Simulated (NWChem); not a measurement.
# CH₅BO₃; SMILES OCB(O)O

```xyz
10

O      0.1615     1.8692    -0.0243
C     -0.7581     0.7626     0.1447
B      0.0236    -0.6319     0.0372
O     -0.5834    -1.8556    -0.0381
O      1.3818    -0.5877     0.0413
H      0.3023     1.9840    -0.9767
H     -1.1793     0.8882     1.1512
H     -1.6104     0.8537    -0.5473
H     -1.5476    -1.7908    -0.0423
H      1.6294     0.3509     0.1343
```
Atoms are numbered in this order, from 1.

Computed with NWChem. Pople sets run with spherical d functions. All runs use the structure optimised with B3LYP/6-31G* (spherical d). Atomic charges in e: unrestrained fits to the electrostatic potential beside Mulliken populations; buried atoms are poorly determined by the fit.

For level Hartree-Fock/6-31G*:

```
Quantity     Value
-----------  -----
Mulliken O1  -0.79
Mulliken C2  -0.24
ESP B3        0.66
Mulliken B3   0.79
ESP O4       -0.65
Mulliken O4  -0.74
ESP O5       -0.65
Mulliken O5  -0.75
```

What are these values for level B3LYP/def2-SVP?


- Mulliken O1: -0.35
- Mulliken C2: 0.11
- ESP B3: 0.46
- Mulliken B3: -0.08
- ESP O4: -0.55
- Mulliken O4: -0.12
- ESP O5: -0.54
- Mulliken O5: -0.12
